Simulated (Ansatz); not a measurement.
Reaction (ligand exchange at the Al–O bond): `[CH3][Al]([CH3])[O]B(O)O` + H₂Te → `[CH3][Al]([CH3])[TeH]` + `OB(O)O`

Calculated with Ansatz (gas phase, PBE0-D4/def2-TZVP geometries, no zero-point term in ΔE). CCSD(T)/CBS adds triple-zeta CCSD(T) − MP2 to the extrapolated MP2 energy (def2 sets, frozen cores). This one scheme is used for every species. Elements past krypton have def2 core potentials. For Te outer-core shells are correlated without core-valence functions, which leaves a few kJ/mol of doubt a bond. Each species was taken in one conformer, which may not be the lowest.

| species | CCSD(T)/CBS(def2) energy (Eh) |
| --- | --- |
| `[CH3][Al]([CH3])[O]B(O)O` | -573.50648 |
| H₂Te | -268.91024 |
| `[CH3][Al]([CH3])[TeH]` | -590.11565 |
| `OB(O)O` | -252.29421 |

Problem. Work out ΔE.

Solution. ΔE = (-590.11565) + (-252.29421) − (-573.50648) − (-268.91024) = 0.00686 Eh = +0.19 eV.

Largest T1 diagnostic among the species: 0.012.

In def2-TZVPP, CCSD(T) changes the Hartree–Fock value by −0.06 eV (the triples alone add −0.02 eV) and MP2 by −0.13 eV.
